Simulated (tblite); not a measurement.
Q: Give a GFN2-xTB geometry of InChI=1S/C7H15OP/c1-3-7-4-5-9(2,8)6-7/h7H,3-6H2,1-2H3/t7-,9+/m1/s1.

A: 
```
atom  x, y, z in Å
C1     2.825    1.030    0.253
C2     2.163   -0.282   -0.154
C3     0.658   -0.295    0.114
C4     0.028   -1.647   -0.244
C5    -1.484   -1.521   -0.084
P6    -1.860    0.196   -0.660
C7    -2.664    1.065    0.742
O8    -2.601    0.313   -1.923
C9    -0.104    0.748   -0.699
H10    2.635    1.246    1.302
H11    2.447    1.857   -0.344
H12    3.901    0.971    0.107
H13    2.625   -1.102    0.401
H14    2.339   -0.462   -1.217
H15    0.490   -0.106    1.180
H16    0.267   -1.875   -1.285
H17    0.431   -2.447    0.380
H18   -2.030   -2.238   -0.698
H19   -1.783   -1.654    0.956
H20   -2.782    2.110    0.462
H21   -3.651    0.630    0.886
H22   -2.084    0.986    1.656
H23    0.212    0.736   -1.745
H24    0.011    1.761   -0.313
```

Orientation and origin are arbitrary. Atoms count from 1 in this order. P6 (phosphoryl phosphorus) has angles from 95.2° to 116.4°. Of the pairs four or more bonds apart, C9···H11 is among the closest relative to their van der Waals radii: 2.80 Å, 97 % of the sum of Bondi's values. The 5-membered ring C3–C4–C5–P6–C9 has internal angles of 95.2° to 108.1°; it is puckered, 0.20 Å rms from its mean plane, widest ring torsion 51°.

Bonds between heavy atoms (Å): C1–C2 1.524, C2–C3 1.529, C3–C4 1.534, C4–C5 1.526, C5–P6 1.850, P6–C7 1.835, P6=O8 1.468, P6–C9 1.842, C3–C9 1.527.

Structure optimised with GFN2-xTB, isolated species.

Point group: C1 (no symmetry element, even within 0.4 Å). Its GFN2-xTB frequencies are all real (lowest 46 cm⁻¹). The numbers are those of one conformer (C1–C2–C3–C4 -177°, C2–C3–C4–C5 -174°, C3–C4–C5–P6 37°, C4–C5–P6–C7 -121°, C5–P6–C9–C3 -16°). 2 starts were optimised and ended at 0.00 and 1.17 kcal/mol (GFN2-xTB); the lowest of these is shown.

All values are computed, not measured.
